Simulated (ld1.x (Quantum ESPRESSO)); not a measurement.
**Varying the ultrasoft potential for Au**

Base potential:

ld1.x (Quantum ESPRESSO) 7.5 input, shortened:

```
&input
   title='Au', zed=79., rel=1, dft='PBE', iswitch=3,
   config='[Xe] 4f14 5d10 6s1 6p0'
 /
 &inputp
   pseudotype=3, tm=.true., lloc=-1, rcloc=4.05,
   nlcc=.false.,
   which_augfun='PSQ', rmatch_augfun=1.40
 /
6
6S  1  0   1.00   0.00  2.00  2.80  0.0
6S  1  0   0.00   0.90  2.00  2.80  0.0
6P  2  1   0.00   0.00  3.25  4.25  0.0
6P  2  1   0.00   0.75  3.25  4.25  0.0
5D  3  2  10.00   0.00  1.45  1.60  0.0
5D  3  2   0.00   3.75  1.45  1.60  0.0
 &test
   configts(1)='5d10 6s1 6p0'
 /
```

Cutoffs, loose and tight: the cutoffs (Ry, on a coarse ladder) from which the occupation-weighted sum of valence levels, in a spherical-Bessel basis at the reference potential, stays within 10 and 1 mRy of its value at 400 Ry. They do not see the model core or the augmentation charge, which bear on the density cutoff. Test errors are all-electron minus pseudo excitation energies from the reference, over the configurations 5d10 6s0 6p0; 5d9 6s0 6p0; 5d8 6s0 6p0; 5d10 6s0.5 6p0; 5d9 6s1 6p0; 5d9 6s1 6p1; 5d9 6s2 6p0. A dash means not determined; rows that change the core or the reference have their own tests. The largest error is taken over the tests solved by every variant that gives reliable tests at all: 5d10 6s0 6p0; 5d8 6s0 6p0; 5d9 6s0 6p0.

Cutoffs are not given where the Bessel-basis levels miss the radial ones by over 6 mRy, ghosts where they miss by over 20 mRy; a channel whose overlap is not positive is not tested.

A file whose overlap is not positive is unfit for use, and its test errors describe a broken file.

```csv
change,outcome,"cutoff, loose","cutoff, tight",bound ghosts,largest test error (meV)
base,"generated, overlap not positive",–,–,not determined (overlap not positive),-79
"wave 6p channel at 0.75 Ry: rcut 3.25, rcutus 4.25 bohr becomes 6p channel at -0.12 Ry: rcut 3.25, rcutus 4.25 bohr","generated, overlap not positive",–,–,not determined (overlap not positive),-79
local potential all-electron potential smoothed inside 2.94 bohr (lloc = -1),generated,40 Ry,70 Ry,none,-45
"waves 5d (bound): rcut 1.45, rcutus 1.70 bohr; 5d channel at 3.75 Ry: rcut 1.45, rcutus 1.70 bohr","generated, overlap not positive",–,–,not determined (overlap not positive),-78
"augmentation built from norm-conserving waves at rcut, not smoothed further","generated, overlap not positive",–,–,not determined (overlap not positive),-964
core correction a·sin(br)/r model core inside 1.02 bohr,"generated, overlap not positive",–,–,not determined (overlap not positive),-254
"waves 6p (bound): rcut 3.25, rcutus 3.98 bohr; 6p channel at 0.75 Ry: rcut 3.25, rcutus 3.98 bohr","generated, overlap not positive",–,–,not determined (overlap not positive),-79
functional LDA (PZ),"generated, overlap not positive",–,–,not determined (overlap not positive),-103
reference 5d10 6s0 6p1,generated,40 Ry,70 Ry,none,-453
"type PAW; local potential all-electron potential smoothed inside 1.80 bohr (lloc = -2); core correction a·sin(br)/r model core, default radius (ld1.x builds one for every PAW set, though the input has nlcc=.false.); augmentation BESSEL, radius 1.40 bohr",failed: new_paw_hamiltonian: negative rho,–,–,–,–
"core [Kr] 4d10 4f14, valence charge 19; reference 5s2 5p6 5d10 6s0.5 6p0; waves now 5s (bound): rcut 1.20, rcutus 1.25 bohr; 6s (bound): rcut 1.20, rcutus 1.25 bohr; 5p (bound): rcut 1.40, rcutus 1.65 bohr; 6p (bound): rcut 1.40, rcutus 1.65 bohr; 5d (bound): rcut 1.05, rcutus 1.25 bohr; 5d channel at 3.75 Ry: rcut 1.05, rcutus 1.25 bohr; local potential all-electron potential smoothed inside 1.55 bohr (lloc = -1); core correction a·sin(br)/r model core inside 0.80 bohr; augmentation PSQ, radius 0.95 bohr","generated, overlap not positive",–,–,not determined (overlap not positive),-116
"all radii scaled by about 1.29 (s 3.60, p 5.46, d 2.06 bohr, rcut 2.56/4.18/1.86); local potential all-electron potential smoothed inside 5.20 bohr (lloc = -1); augmentation PSQ, radius 1.80 bohr",failed: chargeps: negative rho,–,–,–,–
```
